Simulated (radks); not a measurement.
The numbers below are computed, except where a source is named.
Se VI, 29 electrons, occupied as [Ar] 3d10 4s1. Level of theory: Dirac Kohn-Sham, LB94 model potential, spin-unpolarised, spherical densities, finite nucleus; Fermi nuclear charge, rms radius 4.14 fm (a radial shooting solver on a logarithmic mesh with Libxc functionals).

Normalised radial functions P(r) = r R(r) (large component), r in bohr:

r,3p1/2
0.002165,0.0037
0.002797,0.0056
0.003613,0.0084
0.004668,0.0128
0.006029,0.0196
0.007788,0.0302
0.01006,0.0465
0.0131,0.0721
0.01692,0.1095
0.02186,0.1636
0.02824,0.2395
0.03648,0.3401
0.04712,0.4638
0.06086,0.5981
0.07862,0.7138
0.1016,0.7606
0.1312,0.6731
0.1695,0.3936
0.2189,-0.0837
0.2828,-0.6669
0.3653,-1.1720
0.4718,-1.4102
0.6095,-1.3058
0.7936,-0.9373
1.025,-0.5227
1.324,-0.2148
1.711,-0.0606
2.21,-0.0107
2.854,-0.0010
3.687,0.0000
4.763,0.0000

3p1/2: eigenvalue -238.28 eV, 1 radial node at r = 0.210 bohr, <r> = 0.582 bohr, 90 % of the charge inside 0.890 bohr.
